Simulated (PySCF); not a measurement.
Distorted geometries of [Gd(H2O)]3+

[Gd(H2O)]3+ (singlet in the valence; each metal's 4f electrons, 7 of them, lie in its core potential, out of spins and levels). PySCF 2.14.0, RKS PBE, Gd lcecp-1-SVP with ECP53, O def2-SVP, H def2-SVP; non-relativistic Hamiltonian with scalar-relativistic core potentials where named; density fitting; no spin-orbit coupling. Relaxed geometry:

```xyz
4

Gd    0.0000    0.0000   -0.0846
O     0.0000    0.0000    2.1223
H     0.7892    0.0000    2.7602
H    -0.7892    0.0000    2.7602
```

Task: Order these distorted geometries by energy above the relaxed one, lowest first.
A.
```xyz
4

Gd   -0.0362   -0.0481   -0.1338
O     0.0610    0.1034    2.1851
H     0.8482   -0.0177    2.7418
H    -0.8730   -0.0376    2.7649
```
B.
```xyz
4

Gd    0.0315    0.0189   -0.1005
O    -0.1194    0.0553    2.0833
H     0.8725   -0.0357    2.6750
H    -0.7845   -0.0386    2.9002
```
C.
```xyz
4

Gd   -0.0498    0.0792   -0.1016
O     0.0105   -0.1013    2.2165
H     0.7597   -0.0573    2.7467
H    -0.7205    0.0794    2.6964
```

Result: A (0.36 eV), B (0.41 eV), C (0.69 eV).

Task: Which forces (eV/Å) act in the one that lies 0.36 eV up?

Result: 
```
Gd   0.17  0.21  1.01
O   -3.93 -0.67 -1.64
H    0.98 -0.05  1.42
H    2.78  0.51 -0.78
```
Forces carry noise of the integration grid, about 0.01 to 0.03 eV/Å.

An lcecp potential fixes the number of 4f electrons, so in runs with it no electron can move into or out of that shell.
